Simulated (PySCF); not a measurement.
SMILES C=Cc1cc[c]([GeH3])s1 (C6H8GeS), singlet (GFN2-xTB optimised geometry):

```
16

C     -0.118    -3.173     0.004
C      0.828    -2.238    -0.003
C      0.587    -0.820    -0.004
C      1.524     0.180    -0.003
C      0.963     1.467     0.000
C     -0.403     1.467     0.000
Ge    -1.617     2.966     0.000
S     -1.016    -0.148    -0.004
H     -1.164    -2.914     0.009
H      0.123    -4.221     0.006
H      1.874    -2.516    -0.007
H      2.584    -0.011    -0.003
H      1.542     2.376     0.003
H     -2.584     2.860     1.132
H     -2.400     3.020    -1.271
H     -0.824     4.221     0.140
```

Computed with PBE/def2-TZVP run with PySCF.

### Question
What are the frontier orbital energies and the dipole moment?

### Answer
HOMO-2 -7.47 eV, HOMO-1 -6.32 eV, HOMO -5.40 eV, LUMO -2.20 eV, LUMO+1 -0.48 eV; dipole moment 0.81 D.

Meta-Löwdin charges at PBE/def2-TZVP: C1 -0.27, C2 -0.11, C3 -0.11, C4 -0.15, C5 -0.14, C6 -0.31, Ge7 0.32, S8 0.28, H9 0.12, H10 0.13, H11 0.13, H12 0.13, H13 0.13, H14 -0.05, H15 -0.05, H16 -0.04.
